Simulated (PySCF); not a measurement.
## 3-hydroxy-1-fluorobenzene: full NMR table

* Formula: C6H5FO
* SMILES: Oc1cccc(F)c1
* Point group of the computed structure: Cs
* Degrees of unsaturation: 4
* Carbon signals: 6
* Proton signals: 5

Molfile (atoms numbered from 1):
```
C6H5FO
     RDKit          3D

 13 13  0  0  0  0  0  0  0  0999 V2000
    2.4779   -0.3159    0.0025 O   0  0  0  0  0  0  0  0  0  0  0  0
    1.1307   -0.1655    0.0004 C   0  0  0  0  0  0  0  0  0  0  0  0
    0.3381   -1.3114    0.0137 C   0  0  0  0  0  0  0  0  0  0  0  0
   -1.0381   -1.2017    0.0123 C   0  0  0  0  0  0  0  0  0  0  0  0
   -1.6525    0.0402   -0.0010 C   0  0  0  0  0  0  0  0  0  0  0  0
   -0.8496    1.1638   -0.0151 C   0  0  0  0  0  0  0  0  0  0  0  0
   -1.4250    2.3849   -0.0300 F   0  0  0  0  0  0  0  0  0  0  0  0
    0.5307    1.0883   -0.0146 C   0  0  0  0  0  0  0  0  0  0  0  0
    2.9099    0.5470   -0.0083 H   0  0  0  0  0  0  0  0  0  0  0  0
    0.8239   -2.2733    0.0260 H   0  0  0  0  0  0  0  0  0  0  0  0
   -1.6436   -2.0946    0.0219 H   0  0  0  0  0  0  0  0  0  0  0  0
   -2.7250    0.1434   -0.0005 H   0  0  0  0  0  0  0  0  0  0  0  0
    1.1182    1.9952   -0.0249 H   0  0  0  0  0  0  0  0  0  0  0  0
  1  2  1  0
  2  3  2  0
  3  4  1  0
  4  5  2  0
  5  6  1  0
  6  7  1  0
  6  8  2  0
  8  2  1  0
  1  9  1  0
  3 10  1  0
  4 11  1  0
  5 12  1  0
  8 13  1  0
M  END
```

Computed data (PySCF 2.14.0 with density-fitted response routines): shieldings: GIAO PBE0/pcSseg-1, geometry from GFN2-xTB. Relativity neglected, no solvent, one computed conformer.

Shifts are taken against calculated references (same method and geometry level): 1H (31.72 ppm) and 13C (186.93 ppm) vs TMS; 19F (170.95 ppm) against CFCl3; H2O for 17O (336.08 ppm).

| carbon | δC, type | δH (multiplicity) | HMBC from (2–3 bonds) | span of the C tensor (ppm) |
| --- | --- | --- | --- | --- |
| C2 | 164.9, C | – | H11, H10, H13 | 185 |
| C3 | 115.3, CH | 6.93 (d) | H11, H12, H13 | 182 |
| C4 | 136.7, CH | 7.54 (m) | H10, H12 | 235 |
| C5 | 112.1, CH | 6.84 (m) | H11, H10, H13 | 176 |
| C6 | 173.6, C | – | H11, H12, H13 | 156 |
| C8 | 105.8, CH | 6.46 (m) | H10, H12 | 133 |

Other nuclei:
| atoms | nucleus | environment | δ (ppm) | σ (ppm) |
| --- | --- | --- | --- | --- |
| H9 | 1H | hydrogen on a phenol-type oxygen | 4.38 | 27.33 |
| F7 | 19F | aryl fluorine | -114.4 | 285.4 |
| O1 | 17O | phenol-type oxygen | 129.1 | 207.0 |

1. Carbon types of the structure: 2 × C, 4 × CH, leaving 1 H on heteroatoms.
2. δC 173.6: aromatic carbon bearing fluorine; the electronegative substituent deshields the carbon that carries it.
3. δC 164.9: aromatic carbon bearing oxygen; the electronegative substituent deshields the carbon that carries it.
4. δC 136.7, 115.3, 112.1, 105.8: aromatic CH.
5. δH 7.54, 6.93, 6.84, 6.46: hydrogen on an aromatic CH.
6. δH 4.38: hydrogen on a phenol-type oxygen; exchangeable, gas-phase position.

The OH or NH signal is concentration- and solvent-dependent in practice; the value given is the gas-phase one. Splittings by 19F in the carbon and heteronuclear signals aren't shown, as no couplings were computed. Shifts are as computed. Against solution values, carbons near 30 ppm lie about +3 ppm off and those near 130 ppm about +5 ppm. Of 1211 compounds with measured shifts, 218 miss one by over three times the rms of a fit or turn the order of signals round; such compounds aren't used in these exercises. Unscaled 19F shifts against computed CFCl3 carry errors that often reach 10 to 50 ppm. Experimental scales use liquid or dissolved standards, which lie at an offset from isolated H2O (liquid H2O: subtract about 36 ppm). Multiplicities follow the n + 1 count of equivalent neighbours, as no J values were calculated; m marks all less simple cases, F and P coupling included.
